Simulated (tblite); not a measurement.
C4H2FNO2S.
Atom-mapped SMILES: `[O:1]=[CH:2][O:3][c:4]1[n:5][cH:6][s:7][c:8]1[F:9]` (hydrogens: H10 on C2; H11 on C6)

Geometry (GFN2-xTB, Å), atoms numbered from 1 in this order:
```xyz
11
C4H2FNO2S angstrom
O      2.1231    0.1853    1.1936
C      2.2365    0.0294    0.0204
O      1.2418   -0.1267   -0.8634
C     -0.0483   -0.0814   -0.4010
N     -0.8812   -1.1177   -0.6367
C     -2.0511   -0.9103   -0.1575
S     -2.2717    0.6038    0.6583
C     -0.6203    0.9503    0.2967
F     -0.0552    2.0983    0.6384
H      3.1862   -0.0142   -0.5337
H     -2.8543   -1.6139   -0.2409
```

Computed values, GFN2-xTB/tblite, gas phase, harmonic and unscaled. This tight-binding method is rough: wavenumbers can miss measured ones by several per cent, in bad cases by 10 to 20. One conformer, not necessarily the lowest.

Harmonic wavenumbers (cm⁻¹): 44.4, 101.8, 177.7, 217.7, 305.5, 350.4, 422.6, 472.9, 492.1, 609.8, 628.7, 727.3, 759.6, 779.3, 825.0, 932.9, 976.2, 1099.1, 1128.7, 1206.9, 1329.3, 1345.6, 1504.7, 1551.0, 1801.9, 2863.7, 3171.3.

A = 2724, B = 1179, C = 917.9 MHz; mass 146.979 u (most abundant isotopes); point group C1, symmetry number 1.

Zero-point energy?

Half the sum of the wavenumbers: 12913 cm⁻¹ = 36.92 kcal/mol.

Give the ideal-gas entropy at 500 K and 1 bar in the rigid-rotor, harmonic-oscillator model (classical rotation).

Translation 43.46, rotation 30.62, vibration 33.85: S = 107.9 cal/(mol K).

And Cp and H(500 K) − H(0)?

Cp = 40.46 cal/(mol K), of which vibrations give 32.51 (their classical limit is 27 R = 53.7); H(500 K) − H(0) = 12.71 kcal/mol without the zero-point energy, 8.74 from vibrations.

Blend soft modes into free rotors: weight 1/[1 + (100 cm⁻¹/ν̃)⁴] for the oscillator and the rest for a rotor with moment μB/(μ + B), μ = h/(8π²ν), B = 10⁻⁴⁴ kg m². What vibrational entropy results?

31.43 cal/(mol K) in place of 33.85, which changes −T·S at 500 K by +1.21 kcal/mol.

Which modes carry the vibrational entropy at 500 K?

44.4 cm⁻¹: 6.08; 101.8 cm⁻¹: 4.43; 177.7 cm⁻¹: 3.34; 217.7 cm⁻¹: 2.95; 305.5 cm⁻¹: 2.31; 350.4 cm⁻¹: 2.05 cal/(mol K); the other 21 give 12.69 together.

Hindered rotation and anharmonicity are outside this model. Other conformers, if any are populated, would add a mixing term that is left out. The structure is chiral; the term R ln 2 for an equal mix with its mirror image is left out.

On one thread, Arm Neoverse V2 (aarch64), on a shared host, this took 0.27 s. The figure is for the frequency step alone.
